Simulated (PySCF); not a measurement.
Field gradients at the hydrogen positions

Compound: propyl acetate, C₅H₁₀O₂.
Z-matrix (Å and degrees, PBE0-D3(BJ)/def2-SVP geometry), rows numbered from 1:
```
C 
C   1  1.5197
C   2  1.5110  1  112.25
O   3  1.4230  2  108.30  1  -179.99
C   4  1.3398  3  116.42  2   179.33
C   5  1.5011  4  111.13  3  -179.85
O   5  1.2025  4  123.22  3     0.25
H   1  1.0997  2  111.21  3   179.88
H   1  1.1017  2  111.48  3    59.91
H   1  1.1017  2  111.49  3   -60.15
H   2  1.1026  1  110.44  3   121.43
H   2  1.1027  1  110.41  3  -121.38
H   3  1.1031  2  111.66  1   -59.56
H   3  1.1032  2  111.66  1    59.57
H   6  1.0954  5  109.60  4   178.56
H   6  1.0998  5  109.80  4   -60.43
H   6  1.0996  5  109.97  4    57.21
```

Level: PBE0/pcSseg-1 (PySCF, non-relativistic); Q(2H) = 0.00286 b; rigid geometry, the same for H and D, with no vibrational averaging.

Task: Rank these positions by the coupling χzz of a deuteron there, largest first.
A. H13 (methylene hydrogen)
B. H11 (methylene hydrogen)
C. H17 (methyl hydrogen)

Result: C (196 kHz), B (191 kHz), A (184 kHz).

Task: Give the electric field gradient Vzz (the principal value of largest size), its asymmetry and the 2H coupling at each hydrogen.

Result: 
```tsv
atom	bonded to	bond length (Å)	Vzz (au)	η	χzz (kHz)
H8	C1	1.100	0.2941	0.02	198
H9	C1	1.102	0.2893	0.03	194
H10	C1	1.102	0.2893	0.03	194
H11	C2	1.103	0.2839	0.02	191
H12	C2	1.103	0.2838	0.02	191
H13	C3	1.103	0.2746	0.10	184
H14	C3	1.103	0.2746	0.10	185
H15	C6	1.095	0.2961	0.02	199
H16	C6	1.100	0.2914	0.04	196
H17	C6	1.100	0.2916	0.04	196
```

Task: Give the 2H NMR doublet splittings at H16 for a magnetic field along the z, y and x axes of the gradient: 3χ/2, 3χ(1 + η)/4, 3χ(1 − η)/4.

Result: With |χ| = 195.8 kHz and η = 0.036: 294, 152 and 142 kHz, to first order and without motion.

Geometry: PBE0-D3(BJ)/def2-SVP, one conformer, isolated molecule. The basis is small and wasn't made for field gradients, so the couplings can be 20 % off.

These values come from a run that also computed NMR shieldings. On one thread, Intel Xeon at 2.30 GHz (x86_64), shared host with 24 logical CPUs at a one-minute load of 24, this took 36 s wall, 21 s CPU (grids of density and orbitals included) and 1.1 GiB of memory at its peak.
